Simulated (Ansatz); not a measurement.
The N6–H7 bond of CH5NSn (SMILES [CH3][Sn][NH2]) is stretched (multiplicity 1, the rest rigid).
Geometry at rest (charge 0, multiplicity 1):
```xyz
8

Sn    -0.21023    -0.00431     0.35481
C      0.84464     1.52170    -0.85795
H      0.79413     2.50952    -0.39962
H      0.39648     1.57260    -1.85321
H      1.89427     1.23930    -0.96981
N      0.23483    -1.48864    -0.95979
H      0.76432    -1.36630    -1.81138
H     -0.04936    -2.44927    -0.84038
```

Frozen-core correlation. Filled d and f shells under p-block atoms count as core.

The values were computed with Ansatz (Gaussian orbitals). Values without a source in brackets are computed. In def2 rows elements past Kr take small-core potentials, without spin–orbit coupling.

Energies above the point at 1.010 Å (the B3LYP-D3(BJ) bond length), FIC-MRCISD+Q on CASSCF(2,2)/def2-SVP (kcal/mol): 7.87 at 0.909 Å; 3.76 at 1.111 Å; 118.26 at 3.233 Å.

Task: Take the last value as the depth D of a Morse curve D(1 − e^(−a(R − R₀)))², fit a and R₀ to the two near points, and test it at 1.364 and 1.768 Å.

Result: 
With D = 118.3, both near points (counted from the curve's value at 1.010 Å) are met by a = 2.12 Å⁻¹ and R₀ = 1.018 Å, so k = 2Da² = 1061 kcal/(mol Å²). The curve then gives 31.9 and 74.9 kcal/mol; the level itself gives 32.2 and 78.1, so Morse is off by -0.3 and -3.2.

Ansatz is a program for electronic structure.
